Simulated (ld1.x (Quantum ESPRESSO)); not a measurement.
## What the settings do to the PAW potential of Sb (Z = 51)

Base potential:

```
Element                 : antimony
Generator               : ld1.x (Quantum ESPRESSO) 7.5
Type                    : PAW
Functional              : LDA (PZ)
Relativity              : fully relativistic
Frozen core             : [Ar] 3d10
Valence charge          : 23
Reference configuration : 4s2 4p6 4d10 5s2 5p3
Partial waves           : 4s (bound): rcut 1.00, rcutus 1.25 bohr; 5s (bound): rcut 1.00, rcutus 1.25 bohr; 4p (bound): rcut 1.10, rcutus 1.25 bohr; 5p (bound): rcut 1.10, rcutus 1.25 bohr; 4d (bound): rcut 1.50, rcutus 1.60 bohr; 4d channel at -2.1 Ry: rcut 1.50, rcutus 1.60 bohr; 4f channel at 0.45 Ry: rcut 1.00, rcutus 1.20 bohr; 4f channel at 2.75 Ry: rcut 1.00, rcutus 1.20 bohr
Local potential         : all-electron potential smoothed inside 1.00 bohr (lloc = -1)
Core correction         : Bessel-smoothed model core, default radius (core density twice the valence density)
Augmentation charge     : PSQ, inside the norm-conserving radii
```

Open shells are filled in proportion to 2j + 1 (rel_dist='average').

Cutoffs, loose and tight: the cutoffs (Ry, on a coarse ladder) from which the occupation-weighted sum of valence levels, in a spherical-Bessel basis at the reference potential, stays within 10 and 1 mRy of its value at 400 Ry. They do not see the model core or the augmentation charge, which bear on the density cutoff. Test errors are all-electron minus pseudo excitation energies from the reference, over the configurations 4s2 4p6 4d10 5s2 5p2; 4s2 4p6 4d10 5s2 5p1; 4s2 4p6 4d10 5s2 5p0; 4s2 4p6 4d10 5s1 5p4; 4s2 4p5 4d10 5s2 5p3; 4s2 4p6 4d10 5s1 5p0; 4s1 4p6 4d10 5s2 5p3. A dash means not determined; rows that change the core or the reference have their own tests. The largest error is taken over the tests solved by every variant that gives reliable tests at all: 4s2 4p6 4d10 5s1 5p4; 4s2 4p6 4d10 5s2 5p0; 4s2 4p6 4d10 5s2 5p1; 4s2 4p6 4d10 5s2 5p2.

Cutoffs are not given where the Bessel-basis levels miss the radial ones by over 6 mRy, ghosts where they miss by over 20 mRy; a channel whose overlap is not positive is not tested.

The default core radius of the base comes out at 0.51 bohr.

| change | outcome | bound ghosts | largest test error (meV) |
| --- | --- | --- | --- |
| base | generated | not determined | +1.2 |
| local potential all-electron potential smoothed inside 0.95 bohr (lloc = -1) | generated | not determined | +1.0 |
| waves 4d (bound): rcut 1.50, rcutus 2.06 bohr; 4d channel at -2.1 Ry: rcut 1.50, rcutus 2.06 bohr | failed: new_paw_hamiltonian: negative rho | – | – |
| wave 4d channel at -2.1 Ry: rcut 1.50, rcutus 1.60 bohr becomes 4d channel at -1.77 Ry: rcut 1.50, rcutus 1.60 bohr | generated | not determined | +1.4 |
| removed wave 4f channel at 2.75 Ry: rcut 1.00, rcutus 1.20 bohr | generated | not determined | +1.2 |
| core correction Bessel-smoothed model core inside 0.64 bohr | generated | not determined | +1.1 |
| all radii but the core radius scaled by about 0.89 (s 1.12, p 1.12, d 1.42, f 1.06 bohr, rcut 0.88/0.98/1.34/0.88); local potential all-electron potential smoothed inside 0.88 bohr (lloc = -1) | failed: new_paw_hamiltonian: negative rho | – | – |
| waves 4p (bound): rcut 0.98, rcutus 1.04 bohr; 5p (bound): rcut 0.98, rcutus 1.04 bohr | generated | not determined | +1.1 |

(1) What comes out with this change to the base: core [Kr] 4d10, valence charge 5; reference 5s2 5p3; waves now 5s (bound): rcut 1.95, rcutus 2.15 bohr; 5s channel at 2.4 Ry: rcut 1.95, rcutus 2.15 bohr; 5p (bound): rcut 1.55, rcutus 2.10 bohr; 5p channel at 1.1 Ry: rcut 1.55, rcutus 2.10 bohr; 5d channel at -0.2 Ry: rcut 1.50, rcutus 1.95 bohr; local potential all-electron potential smoothed inside 1.70 bohr (lloc = -1)?

(2) What comes out with this change to the base: type ultrasoft; waves now 4s (bound): rcut 1.00, rcutus 1.25 bohr; 5s (bound): rcut 1.00, rcutus 1.25 bohr; 4p (bound): rcut 1.10, rcutus 1.25 bohr; 5p (bound): rcut 1.10, rcutus 1.25 bohr; 4d (bound): rcut 1.50, rcutus 1.60 bohr; 4d channel at -2.1 Ry: rcut 1.50, rcutus 1.60 bohr; 4f channel at 0.45 Ry: rcut 1.00, rcutus 1.20 bohr; local potential all-electron potential smoothed inside 1.05 bohr (lloc = -2); augmentation PSQ, radius 1.05 bohr?

## Answers

(1) outcome: generated; bound ghosts: not determined; largest test error (meV): -112 over the solved tests; test run stopped at test 5 of 7 (negative rho).

(2) outcome: failed: chargeps: negative rho. Cause: the spherical valence density built from the smooth waves and the augmentation charge turned negative at some radius.
